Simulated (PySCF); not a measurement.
## Dipole moment and polarisability of ZrHF3

Species: ZrHF3 (singlet state).
Structure used (PBE0-D3(BJ)/def2-SVP), in Å, numbered top down from 1:
```
atom  x, y, z in Å
Zr1   -0.001    0.001   -0.047
H2    -0.047   -0.023    1.799
F3     1.825    0.009   -0.540
F4    -0.893    1.581   -0.582
F5    -0.884   -1.568   -0.629
```

Level: wB97X-D/def2-SVPD (PySCF), static field, nuclei fixed, core orbitals frozen in the response. The polarisability tensor in these axes (au):

```
x   37.84 -0.01 -0.14
y   -0.01 37.91 -0.04
z   -0.14 -0.04 42.49
```

**Question.** Give the principal values, the mean and the anisotropy Δα = √{½[(α1 − α2)² + (α2 − α3)² + (α1 − α3)²]}.

**Answer.** Principal values 37.83, 37.91 and 42.50 au; mean 39.41 au = 5.84 Å³ = 6.50 × 10⁻⁴⁰ C²·m²/J; Δα = 4.63 au (12 % of the mean).

**Question.** What is the dipole moment?

**Answer.** 0.02 D at this geometry.

**Question.** Estimate the molar refractivity from the static electronic polarisability.

**Answer.** Lorentz–Lorenz: R = (4π/3)N_A α = 2.5225 cm³/(mol·Å³) × 5.84 Å³ = 14.7 cm³/mol, in the limit of long wavelengths.

**Question.** Rayleigh depolarisation ratio (linearly polarised light, static tensor)?

**Answer.** ρ = 3Δα²/(45ᾱ² + 4Δα²) = 64.2/(69900 + 85.6) = 0.000917.

**Question.** What would n − 1 = 2πNα be for an ideal gas of these molecules at 350 K and 1 atm, electronic part alone?

**Answer.** N = p/kT = 2.0968 × 10¹⁹ cm⁻³, so n − 1 = 2π × N × 5.84 × 10⁻²⁴ cm³ = 769 × 10⁻⁶ at long wavelengths, for an ideal gas.

Geometry: PBE0-D3(BJ)/def2-SVP; no solvent, vibrations or thermal averaging. Atoms past krypton carry effective core potentials; spin–orbit coupling is left out.
